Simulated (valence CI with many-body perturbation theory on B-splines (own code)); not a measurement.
## E1 line list for Br XXXI

Level of theory: relativistic CI+MBPT: three valence electrons over a frozen Dirac-Fock core [He], radial functions for each j: 11 s, 11 p, 10 d, 8 f, 5 g, 2 h, with the one-electron correlation potential Σ1, the two-electron term Σ2, the three-electron term Σ3, Breit, model QED; selected CI, second order for the rest, scaled by the run's own slope (own B-spline code, finite nucleus).

No measured spectrum was set against this ion. As an estimate, large intervals hold to a few tenths of a per cent, small ones and those within an open d or f shell to about a per cent.

Lines 51 to 100 of 593 in falling wavelength, among levels below 23245 × 10³ cm⁻¹, chosen from the strongest by gf and those to the six lowest levels. Wavelengths and rates use the calculated energies. Electric multipoles are in the length gauge, E1 and E2 with the static RPA response of the core. Weak lines are less certain than strong ones. Lines between different terms over intervals too small for the method are left out, as are lines whose strength nearly cancels. The highest levels of a list are the least certain.

Levels are named by their leading jj configuration (3d3/2^4 stands for four electrons in 3d with j = 3/2), which in mixed levels can hold well under half, so a name can repeat and another be missing. Letters in brackets count levels of one name in rising energy.

```csv
λ vac (Å),Upper,Lower,A (s⁻¹),S (a.u.)
637.6,(2s 2p1/2 4p3/2) J=3/2 [a],(2s 2p1/2 4s) J=1/2 [a],1.16e+09,5.96e-01
634.3,(2s 2p3/2 4p3/2) J=3/2 [b],(2s 2p3/2 4s) J=3/2 [b],6.02e+08,3.03e-01
628.8,(2s^2 4p3/2) J=3/2,(2s^2 4s) J=1/2,1.38e+09,6.77e-01
621.9,(2s 2p1/2 4p3/2) J=5/2,(2s 2p1/2 4s) J=3/2,1.48e+09,1.05e+00
621.4,(2s 2p3/2 4p3/2) J=3/2 [b],(2s 2p3/2 4s) J=1/2,7.92e+08,3.75e-01
610.0,(2s 2p3/2 4p3/2) J=1/2 [a],(2s 2p3/2 4s) J=3/2 [a],1.57e+09,3.51e-01
582.4,(2s 2p1/2 4p3/2) J=3/2 [b],(2s 2p1/2 4s) J=3/2,6.05e+08,2.36e-01
579.9,(2s 2p3/2 4p3/2) J=1/2 [b],(2s 2p3/2 4s) J=1/2,1.28e+09,2.46e-01
579.2,(2s 2p3/2 4d5/2) J=7/2 [a],(2s 2p3/2 4p1/2) J=5/2,3.39e+08,2.60e-01
552.9,(2s 2p3/2 4p3/2) J=5/2 [a],(2s 2p3/2 4s) J=5/2,7.71e+08,3.86e-01
450.1,(2p3/2^2 3d5/2) J=7/2,(2p3/2^2 3p3/2) J=5/2,7.50e+08,2.70e-01
449.7,(2p1/2 2p3/2 3d5/2) J=9/2,(2p1/2 2p3/2 3p3/2) J=7/2,1.02e+09,4.56e-01
446.4,(2p1/2 2p3/2 3d5/2) J=7/2 [a],(2p1/2 2p3/2 3p3/2) J=5/2 [a],8.26e+08,2.90e-01
446.1,(2s 2p3/2 3d5/2) J=9/2,(2s 2p3/2 3p3/2) J=7/2,8.81e+08,3.86e-01
437.6,(2p3/2^2 3d5/2) J=9/2,(2p3/2^2 3p3/2) J=7/2,1.08e+09,4.45e-01
426.4,(2s 2p1/2 3d5/2) J=7/2,(2s 2p1/2 3p3/2) J=5/2,9.95e+08,3.05e-01
418.1,(2p3/2^2 3d5/2) J=5/2 [b],(2p3/2^2 3p3/2) J=3/2 [b],1.21e+09,2.62e-01
416.3,(2p1/2 2p3/2 3d5/2) J=5/2 [a],(2p1/2 2p3/2 3p3/2) J=3/2 [a],8.99e+08,1.92e-01
408.7,(2p1/2^2 3d5/2) J=5/2,(2p1/2^2 3p3/2) J=3/2,1.29e+09,2.61e-01
407.0,(2p1/2 2p3/2 3d5/2) J=7/2 [b],(2p1/2 2p3/2 3p3/2) J=5/2 [b],1.19e+09,3.17e-01
404.3,(2s 2p3/2 3d5/2) J=7/2 [b],(2s 2p3/2 3p3/2) J=5/2 [b],1.05e+09,2.75e-01
377.1,(2s 2p3/2 3d5/2) J=5/2 [b],(2s 2p3/2 3p3/2) J=3/2 [b],1.06e+09,1.68e-01
374.3,(2s 2p1/2 3d5/2) J=5/2 [a],(2s 2p1/2 3p3/2) J=3/2 [a],9.48e+08,1.47e-01
372.1,(2s^2 3d5/2) J=5/2,(2s^2 3p3/2) J=3/2,1.35e+09,2.06e-01
370.3,(2p3/2^2 3p1/2) J=3/2,(2p3/2^2 3s) J=5/2,1.62e+09,1.62e-01
349.8,(2p1/2 2p3/2 3d5/2) J=5/2 [b],(2p1/2 2p3/2 3p3/2) J=3/2 [b],1.53e+09,1.93e-01
349.0,(2s 2p1/2 3d5/2) J=5/2 [b],(2s 2p1/2 3p3/2) J=3/2 [b],1.59e+09,2.00e-01
347.3,(2s 2p3/2 3d5/2) J=5/2 [a],(2s 2p3/2 3p3/2) J=3/2 [a],1.11e+09,1.37e-01
341.6,(2s 2p3/2 3p1/2) J=3/2 [a],(2s 2p3/2 3s) J=5/2,1.67e+09,1.32e-01
341.0,(2p3/2^2 3p1/2) J=5/2,(2p3/2^2 3s) J=5/2,1.43e+09,1.68e-01
337.0,(2s 2p3/2 3d3/2) J=7/2,(2s 2p3/2 3p1/2) J=5/2,1.09e+09,1.65e-01
335.8,(2s 2p3/2 3d5/2) J=7/2 [a],(2s 2p3/2 3p3/2) J=5/2 [a],1.57e+09,2.34e-01
322.8,(2p1/2 2p3/2 3d3/2) J=5/2 [a],(2p1/2 2p3/2 3p1/2) J=3/2 [a],1.80e+09,1.79e-01
319.4,(2p1/2 2p3/2 3d3/2) J=7/2,(2p1/2 2p3/2 3p1/2) J=5/2,1.72e+09,2.22e-01
318.3,(2s 2p3/2 3p1/2) J=5/2,(2s 2p3/2 3s) J=5/2,1.94e+09,1.85e-01
317.2,(2s 2p1/2 3d3/2) J=5/2,(2s 2p1/2 3p1/2) J=3/2,1.44e+09,1.37e-01
312.3,(2p3/2^2 3d3/2) J=7/2,(2p3/2^2 3p1/2) J=5/2,2.42e+09,2.91e-01
309.2,(2p1/2 2p3/2 3p1/2) J=3/2 [b],(2p1/2 2p3/2 3s) J=5/2,2.94e+09,1.72e-01
307.5,(2p3/2^2 3p3/2) J=5/2,(2p3/2^2 3s) J=5/2,1.48e+09,1.27e-01
306.2,(2p1/2 2p3/2 3p3/2) J=7/2,(2p1/2 2p3/2 3s) J=5/2,4.03e+09,4.57e-01
305.6,(2s 2p3/2 3d3/2) J=5/2 [b],(2s 2p3/2 3p1/2) J=3/2 [b],1.73e+09,1.46e-01
304.9,(2p1/2^2 3d3/2) J=3/2,(2p1/2^2 3p1/2) J=1/2,2.58e+09,1.45e-01
301.5,(2s 2p1/2 3d3/2) J=3/2 [a],(2s 2p1/2 3p1/2) J=1/2 [a],2.15e+09,1.17e-01
301.2,(2p1/2 2p3/2 3p3/2) J=5/2 [a],(2p1/2 2p3/2 3s) J=3/2 [a],3.25e+09,2.63e-01
298.9,(2p3/2^2 3d3/2) J=3/2 [b],(2p3/2^2 3p1/2) J=1/2,2.78e+09,1.47e-01
298.3,(2p3/2^2 3p3/2) J=7/2,(2p3/2^2 3s) J=5/2,4.01e+09,4.20e-01
292.9,(2s 2p3/2 3p3/2) J=5/2 [b],(2s 2p3/2 3s) J=3/2 [b],2.71e+09,2.02e-01
290.8,(2p3/2^2 3p3/2) J=3/2 [b],(2p3/2^2 3s) J=1/2,3.40e+09,1.65e-01
283.3,(2s^2 3d3/2) J=3/2,(2s^2 3p1/2) J=1/2,2.45e+09,1.10e-01
282.5,(2p1/2^2 3p3/2) J=3/2,(2p1/2^2 3s) J=1/2,4.61e+09,2.05e-01
```
